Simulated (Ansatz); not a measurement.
F₅V, charge -1, doublet, geometry from GFN2-xTB (such geometries of metal compounds can be far from the true shape) (the multiplicity is a formal guess) (a gas-phase anion, which may not be bound at this level); HF/pcseg-1 (Ansatz, a quantum-chemistry and plane-wave program).

Here is a job for Ansatz.
Ansatz 0.2 input:
```yaml
crystal:
  periodic: [false, false, false]
  atoms:
    - {symbol: V, position_ang: [-0.04400131, 0.01663106, 0.05716659]}
    - {symbol: F, position_ang: [1.15069488, -0.70721391, 1.22506816]}
    - {symbol: F, position_ang: [-1.27335509, 0.75357547, -1.06570778]}
    - {symbol: F, position_ang: [0.30892726, 1.53062156, 0.64915148]}
    - {symbol: F, position_ang: [1.02144574, -0.38607311, -1.32706432]}
    - {symbol: F, position_ang: [-1.09526499, -1.23341159, 0.37246005]}
basis:
  gaussian:
    orbitals: pcseg-1.json
    point_charges:
      - {charge: 1.0, position_ang: [2.5744, 2.5069, 3.2104]}
hamiltonian:
  xc: hf
total_charge: -1
magnetization: {spin_polarized: true, initial_magnetization: 1}
```
The basis file holds pcseg-1 in the JSON format of the Basis Set Exchange.

Question: Write the output that Ansatz gives for this input, abridged.

Answer: 
```
Functional definition: HF
988 factors; integrals over basis functions are off by at most 9.3e-4 eV
mean field evaluation 1: about -39162.9627 eV, gradient 5.5e1 eV
mean field evaluation 2: about -39163.1467 eV, gradient 5.5e1 eV
mean field evaluation 4: about -39182.9849 eV, gradient 3.5e1 eV
mean field evaluation 8: about -39188.2453 eV, gradient 6.2e-1 eV
mean field evaluation 16: about -39188.3242 eV, gradient 3.3e-2 eV
mean field evaluation 32: about -39186.0988 eV, gradient 5.1e0 eV
mean field evaluation 64: about -39188.1767 eV, gradient 3.6e-1 eV
mean field evaluation 96: about -39187.2147 eV, gradient 1.9e-1 eV
mean field evaluation 128: about -39184.3665 eV, gradient 2.8e1 eV
mean field evaluation 160: about -39178.1439 eV, gradient 2.7e1 eV
mean field evaluation 192: about -39186.3703 eV, gradient 9.3e-1 eV
mean field evaluation 224: about -39185.5860 eV, gradient 1.7e0 eV
mean field evaluation 256: about -39187.0082 eV, gradient 4.2e0 eV
mean field evaluation 288: about -39184.0740 eV, gradient 4.2e0 eV
mean field evaluation 320: about -39184.6339 eV, gradient 5.6e0 eV
mean field evaluation 352: about -39188.3032 eV, gradient 1.8e-1 eV
mean field -39188.32419074 eV, -1440.1443512096 hartree, gradient 2.1e-5 eV, S^2 0.755962; 4 other end points of the search recorded, 0 dependent functions left out
reference -39188.32419074 eV, -1440.1443512096 hartree; 35, 34 occupied and 66, 67 virtual orbitals, 988 factors
Total energy: -39188.32419074 eV, -1440.1443512096 hartree
```
